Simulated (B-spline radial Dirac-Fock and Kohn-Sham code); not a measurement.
System: the Ag⁺ ion in the configuration [Kr] 4d10. Level of theory: independent-particle photoionisation in a Dirac-Hartree-Slater potential with a Latter tail, all multipoles, thresholds from Dirac-Fock ΔSCF; a radial finite-basis atomic code.

Question: Which of the sources Cu Kα (8047.8 eV), Ga Kα (9251.7 eV), Mo Kα (17479.3 eV), Ag Kα (22162.9 eV) can ionise the 2p1/2 level, and how does the cross section change among them?

Answer: The computed threshold is 3541.7 eV, so all of them can. Cross sections: Cu Kα 8.02 kb, Ga Kα 5.32 kb, Mo Kα 0.753 kb, Ag Kα 0.352 kb. From the first to the last it falls by a factor of 23.
